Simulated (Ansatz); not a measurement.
This singlet lies 1.71 eV below the relaxed triplet at the level composite: frozen-core CCSD(T) with HF/cc-pVQZ and the correlation energy extrapolated as X^-3 from cc-pVTZ and cc-pVQZ, plus CCSDT(Q) minus CCSD(T) in cc-pVDZ // PBE0-D3(BJ)/def2-TZVP (Ansatz, an electronic-structure program).

These are Ansatz with PBE0-D3(BJ)/def2-TZVP values and carry that method's errors. No frequencies were computed at this level.

Ansatz 0.2 input:
```yaml
crystal:
  periodic: [false, false, false]
  atoms:
    - { symbol: S, position_ang: [-0.852661, -0.397967, 0.50953] }
    - { symbol: Ge, position_ang: [0.812799, 0.488574, -0.64336] }
    - { symbol: H, position_ang: [-1.829255, 0.072997, -0.264991] }
    - { symbol: H, position_ang: [1.869117, -0.163605, 0.398822] }
basis:
  gaussian: { orbitals: def2-tzvp }
hamiltonian:
  xc: pbe0
  dispersion: d3bj
relax:
  max_steps: 150
```

Output:

```
Functional definition: PBE0
760 factors; their error is unknown
mean field evaluation 1: about -67374.4890 eV, gradient 1.9e1 eV
mean field evaluation 2: about -67373.5021 eV, gradient 2.8e1 eV
mean field evaluation 4: about -67375.3370 eV, gradient 8.4e-1 eV
mean field evaluation 8: about -67375.6368 eV, gradient 1.3e-1 eV
mean field evaluation 16: about -67375.6368 eV, gradient 1.0e-5 eV
mean field -67375.63680433 eV, -2476.0089837121 hartree, gradient 1.0e-5 eV, S^2 0.000000; 0 other end points of the search recorded, 0 dependent functions left out
reference -67375.63682514 eV, -2476.0089844770 hartree; 25, 25 occupied and 72, 72 virtual orbitals, 760 factors
relax step   1: F+E_penalty+E_count = -67375.70580974 eV  Δ(F+E_penalty+E_count) = +0.000e0 eV  max|allowed force component| = 2.445e-1 eV/Å  Δτ_max = 0.0000 Å  (25 SCF iters, accepted)
these checks for a lower state are left out or cut short: starts, cluster_reference, orbital_swaps, neighbouring_geometries, increment
760 factors; their error is unknown
mean field -67375.64294083 eV, -2476.0092092243 hartree, gradient 2.4e-5 eV, S^2 0.000000; 0 other end points of the search recorded, 0 dependent functions left out
reference -67375.64296164 eV, -2476.0092099892 hartree; 25, 25 occupied and 72, 72 virtual orbitals, 760 factors
relax step   2: F+E_penalty+E_count = -67375.71199178 eV  Δ(F+E_penalty+E_count) = -6.182e-3 eV  max|allowed force component| = 1.121e-1 eV/Å  Δτ_max = 0.0285 Å  (28 SCF iters, accepted)
these checks for a lower state are left out or cut short: starts, cluster_reference, orbital_swaps, neighbouring_geometries, increment
760 factors; their error is unknown
mean field -67375.64319121 eV, -2476.0092184258 hartree, gradient 2.3e-5 eV, S^2 0.000000; 0 other end points of the search recorded, 0 dependent functions left out
reference -67375.64321202 eV, -2476.0092191905 hartree; 25, 25 occupied and 72, 72 virtual orbitals, 760 factors
relax step   3: F+E_penalty+E_count = -67375.71214084 eV  Δ(F+E_penalty+E_count) = -1.491e-4 eV  max|allowed force component| = 5.049e-2 eV/Å  Δτ_max = 0.0186 Å  (28 SCF iters, accepted)
these checks for a lower state are left out or cut short: starts, cluster_reference, orbital_swaps, neighbouring_geometries, increment
760 factors; their error is unknown
mean field evaluation 32: about -67375.3468 eV, gradient 3.5e-4 eV
mean field -67375.64365140 eV, -2476.0092353375 hartree, gradient 2.3e-5 eV, S^2 0.000000; 0 other end points of the search recorded, 0 dependent functions left out
reference -67375.64367221 eV, -2476.0092361023 hartree; 25, 25 occupied and 72, 72 virtual orbitals, 760 factors
relax step   4: F+E_penalty+E_count = -67375.71264775 eV  Δ(F+E_penalty+E_count) = -5.069e-4 eV  max|allowed force component| = 1.870e-2 eV/Å  Δτ_max = 0.0100 Å  (28 SCF iters, accepted)
these checks for a lower state are left out or cut short: starts, cluster_reference, orbital_swaps, neighbouring_geometries, increment
760 factors; their error is unknown
mean field -67375.64366971 eV, -2476.0092360104 hartree, gradient 1.3e-5 eV, S^2 0.000000; 0 other end points of the search recorded, 0 dependent functions left out
reference -67375.64369053 eV, -2476.0092367753 hartree; 25, 25 occupied and 72, 72 virtual orbitals, 760 factors
relax step   5: F+E_penalty+E_count = -67375.71266667 eV  Δ(F+E_penalty+E_count) = -1.892e-5 eV  max|allowed force component| = 1.754e-3 eV/Å  Δτ_max = 0.0010 Å  (21 SCF iters, accepted)
760 factors; their error is unknown
mean field -67375.64366971 eV, -2476.0092360104 hartree, gradient 1.3e-5 eV, S^2 0.000000; 1 other end points of the search recorded, 0 dependent functions left out
reference -67375.64369053 eV, -2476.0092367753 hartree; 25, 25 occupied and 72, 72 virtual orbitals, 760 factors
Total energy: -67375.71268748 eV, -2476.0117723667 hartree
Atom 0 at    -0.841280    -0.399438     0.511169 Å, force     0.000374     0.001662    -0.001594 eV/Å
Atom 1 at     0.825414     0.487462    -0.641715 Å, force    -0.001754    -0.000867     0.001679 eV/Å
Atom 2 at    -1.833157     0.073102    -0.264073 Å, force     0.001071    -0.000708     0.000384 eV/Å
Atom 3 at     1.849023    -0.161126     0.394620 Å, force     0.000309    -0.000087    -0.000469 eV/Å
Dipole moment:    -0.031493     0.116200    -0.172498 e Å
```

Cost: around 9 core-seconds (rough).
